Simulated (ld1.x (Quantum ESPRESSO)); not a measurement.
## Plane-wave convergence, RRKJ potential for Si (Z = 14)

ld1.x (Quantum ESPRESSO) 7.5 input, shortened:

```
&input
   title='Si', zed=14., rel=1, dft='PZ', iswitch=3,
   config='[Ne] 3s2 3p1.5'
 /
 &inputp
   pseudotype=2, tm=.false., lloc=0,
   nlcc=.false.
 /
2
2P  2  1   6.00   0.00  0.55  0.55  0.0
2S  1  0   2.00   0.00  0.75  0.75  0.0
 &test
   configts(1)='2s2 2p6 3s2 3p1.5'
 /
```

Occupied shells without a wave of their own: 3p, 3s. They enter only through the test configuration that unscreens the potential.

The pseudo-atom Hamiltonian at the reference potential is diagonalised in spherical Bessel functions j_l(qr) that vanish at 20 bohr, with q² up to the cutoff. All-electron valence levels (Ry): 2p -7.3527, 3p -0.5706, 2s -10.5225, 3s -1.0874.

Problem. How do the lowest levels (Ry) of each channel move with the cutoff, and are there ghosts?

Solution.

| cutoff (Ry) | p #1 | p #2 | s #1 | s #2 | s #3 | d #1 | d #2 | f #1 | Σ f·Δε (mRy) |
| --- | --- | --- | --- | --- | --- | --- | --- | --- | --- |
| 8 | -1.3626 | -0.1499 | -7.1326 | -0.6740 | -0.1060 | -0.0647 | 0.0196 | 0.0346 | 44221.6 |
| 25 | -2.8736 | -0.2708 | -10.0853 | -1.0257 | -0.1541 | -0.0690 | 0.0167 | 0.0346 | 28365.5 |
| 50 | -4.1564 | -0.3598 | -10.4664 | -1.1040 | -0.1650 | -0.0701 | 0.0160 | 0.0346 | 19615.9 |
| 100 | -5.6148 | -0.4592 | -10.4980 | -1.1063 | -0.1653 | -0.0703 | 0.0159 | 0.0346 | 10648.7 |
| 180 | -6.8358 | -0.5432 | -10.5207 | -1.1082 | -0.1656 | -0.0703 | 0.0159 | 0.0346 | 3147.6 |
| 400 | -7.3519 | -0.5747 | -10.5225 | -1.1083 | -0.1656 | -0.0703 | 0.0159 | 0.0346 | 0.0 |

Result: no extra level below or beside the all-electron valence levels (p, s, d, f tested); 10 mRy is reached at over 300 Ry and 1 mRy at over 300 Ry.

The potential misses its own reference levels by up to 0.3 eV. Its largest configuration-test error is -445 meV.
